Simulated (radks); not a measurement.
Spherical quantum dot in the effective-mass picture: electrons in a hard-walled sphere of radius 2.12, all in effective atomic units (hartree* = m*/eps^2 hartree, bohr* = eps/m* bohr), one dielectric constant everywhere. Calculated with a radial shooting solver with Libxc functionals: non-relativistic Kohn-Sham, r2SCAN, spin-polarised, spherical densities, generalised Kohn-Sham scheme. Levels are named by radial order and angular momentum (1s, 1p, 1d, 2s, ...), and open shells are averaged over m.

N = 33, configuration 1s2 1p6 1d10 2s(up 1, down 0) 1f14. This is the lowest configuration that the search found. Occupied and some empty levels:

| level | occupation | eigenvalue (hartree*) | <r> (bohr*) |
|---|---|---|---|
| 1s up | 1 | 21.290 | 1.388 |
| 1s down | 1 | 21.321 | 1.402 |
| 1p up | 3 | 21.935 | 1.461 |
| 1p down | 3 | 21.946 | 1.464 |
| 1d up | 5 | 23.005 | 1.516 |
| 1d down | 5 | 23.011 | 1.516 |
| 1f up | 7 | 24.451 | 1.559 |
| 1f down | 7 | 24.458 | 1.559 |
| 2s up | 1 | 25.010 | 0.9364 |
| 2s down | 0 | 25.298 | 0.9521 |
| 1g up | 0 | 26.242 | 1.596 |
| 1g down | 0 | 26.251 | 1.595 |
| 2p up | 0 | 27.147 | 1.099 |
| 2p down | 0 | 27.266 | 1.110 |
| 2d up | 0 | 29.580 | 1.207 |
| 2d down | 0 | 29.615 | 1.210 |

Energy (hartree*): total 449.296, kinetic 145.20, external 0, Hartree 332.88, exchange-correlation -28.783.
